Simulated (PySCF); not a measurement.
## SMILES CSc1ccccc1C=O, C₈H₈OS

Molfile (atoms numbered from 1):
```
C8H8OS
     RDKit          3D

 18 18  0  0  0  0  0  0  0  0999 V2000
    2.5541   -1.7741   -0.3835 C   0  0  0  0  0  0  0  0  0  0  0  0
    2.0354   -0.0539   -0.4341 S   0  0  0  0  0  0  0  0  0  0  0  0
    0.3017   -0.1429   -0.1174 C   0  0  0  0  0  0  0  0  0  0  0  0
   -0.3681   -1.3549    0.0993 C   0  0  0  0  0  0  0  0  0  0  0  0
   -1.7384   -1.3748    0.3452 C   0  0  0  0  0  0  0  0  0  0  0  0
   -2.4784   -0.1927    0.3820 C   0  0  0  0  0  0  0  0  0  0  0  0
   -1.8250    1.0124    0.1686 C   0  0  0  0  0  0  0  0  0  0  0  0
   -0.4487    1.0563   -0.0801 C   0  0  0  0  0  0  0  0  0  0  0  0
    0.1696    2.3831   -0.2967 C   0  0  0  0  0  0  0  0  0  0  0  0
   -0.4420    3.4233   -0.2724 O   0  0  0  0  0  0  0  0  0  0  0  0
    2.0700   -2.3729   -1.1685 H   0  0  0  0  0  0  0  0  0  0  0  0
    3.6355   -1.7517   -0.5751 H   0  0  0  0  0  0  0  0  0  0  0  0
    2.3810   -2.2267    0.6036 H   0  0  0  0  0  0  0  0  0  0  0  0
    0.1747   -2.2993    0.0783 H   0  0  0  0  0  0  0  0  0  0  0  0
   -2.2325   -2.3356    0.5105 H   0  0  0  0  0  0  0  0  0  0  0  0
   -3.5526   -0.2164    0.5753 H   0  0  0  0  0  0  0  0  0  0  0  0
   -2.3554    1.9676    0.1863 H   0  0  0  0  0  0  0  0  0  0  0  0
    1.2703    2.3775   -0.4909 H   0  0  0  0  0  0  0  0  0  0  0  0
  1  2  1  0
  2  3  1  0
  3  4  2  0
  4  5  1  0
  5  6  2  0
  6  7  1  0
  7  8  2  0
  8  9  1  0
  9 10  2  0
  8  3  1  0
  1 11  1  0
  1 12  1  0
  1 13  1  0
  4 14  1  0
  5 15  1  0
  6 16  1  0
  7 17  1  0
  9 18  1  0
M  END
```

Method: quadratic response CAM-B3LYP/aug-cc-pVDZ first hyperpolarisability, Taylor convention, gas phase in PySCF 2.14.0. Geometry: PBE0-D3(BJ)/def2-SVP.

Problem. Give the tensor of the second harmonic β(−2ω;ω,ω) at 1064 nm in the axes of these coordinates.

Solution. In au, Taylor convention; rows are the first index (the induced dipole):
|  | xx | yy | zz | xy | xz | yz |
| --- | --- | --- | --- | --- | --- | --- |
| x | +403.6 | -43.0 | -1.1 | -96.9 | -67.3 | +25.6 |
| y | -88.0 | -235.1 | +32.8 | -36.6 | +25.0 | +31.1 |
| z | -67.5 | +31.7 | -4.7 | +25.3 | +2.0 | +25.2 |

Norm of βᵢ = ⅓ Σⱼ (βᵢⱼⱼ + βⱼᵢⱼ + βⱼⱼᵢ): 475.7 au, hyper-Rayleigh value 206.8 au.
